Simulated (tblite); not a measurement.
Compound: C4H4NOSi (doublet state).
SMILES: `[CH]1OC=C[Si@H]1C#N`

Computed geometry: GFN2-xTB, gas phase. This method treats the open shell by occupation alone, without spin polarisation.

Take the most abundant isotopes and a rigid rotor. 

(1) What are A, B and C (cm⁻¹)?

(2) What kind of rotor is it?

(3) Is it planar, by Δ = Ic − Ia − Ib?

(4) Give the other two planar moments, Paa and Pbb, and the rms extents of the mass along the axes.

(5) Where do the levels up to J = 4 lie, in K?

(6) Estimate the classical rotational partition function at 10 K, 100 K and 298.15 K.

## Answers

(1) Ia = 99.76, Ib = 339.16, Ic = 367.45 u·Å²; 505379 MHz·u·Å²/I gives 5066, 1490 and 1375 MHz, that is A = 0.16897, B = 0.04970, C = 0.04588 cm⁻¹.

(2) A near-prolate asymmetric top. Ray's parameter κ = (2B − A − C)/(A − C) = -0.938; −1 is the prolate and +1 the oblate limit.

(3) Not planar: Δ = Ic − Ia − Ib = -71.47 u·Å². For a rigid frame Δ = −2 Σ m c², so Σ m c² = 35.73 u·Å² lies off the ab plane: 5.79 from hydrogen and 29.94 from heavier atoms. The atom farthest from that plane is 2.19 Å away.

(4) Paa = Σ m a² = (Ib + Ic − Ia)/2 = 303.42 and Pbb = Σ m b² = (Ia + Ic − Ib)/2 = 64.03 u·Å². With the mass M = 110.01 u, the rms extents √(P/M) along a, b and c are 1.66, 0.76, 0.57 Å.

(5) Above 0(0,0), as E/k:
J = 1: 1(0,1) 0.138, 1(1,1) 0.309, 1(1,0) 0.315
J = 2: 2(0,2) 0.412, 2(1,2) 0.579, 2(1,1) 0.595, 2(2,1) 1.110, 2(2,0) 1.110
J = 3: 3(0,3) 0.824, 3(1,3) 0.983, 3(1,2) 1.016, 3(2,2) 1.523, 3(2,1) 1.523, 3(3,1) 2.394, 3(3,0) 2.394
J = 4: 4(0,4) 1.373, 4(1,4) 1.522, 4(1,3) 1.577, 4(2,3) 2.073, 4(2,2) 2.074, 4(3,2) 2.945, 4(3,1) 2.945, 4(4,1) 4.165, 4(4,0) 4.165

(6) Point group C1, symmetry number σ = 1; q = (√π/σ)·√((kT/h)³/(ABC)), k/h = 20836.6 MHz/K: 1650 at 10 K, 52300 at 100 K, 269000 at 298.15 K.

For this open shell read J as N, the rotation without spin; fine and hyperfine splittings come on top. Its GFN2-xTB frequencies are all real (lowest 82 cm⁻¹). Zero-point vibration and centrifugal distortion are left out.
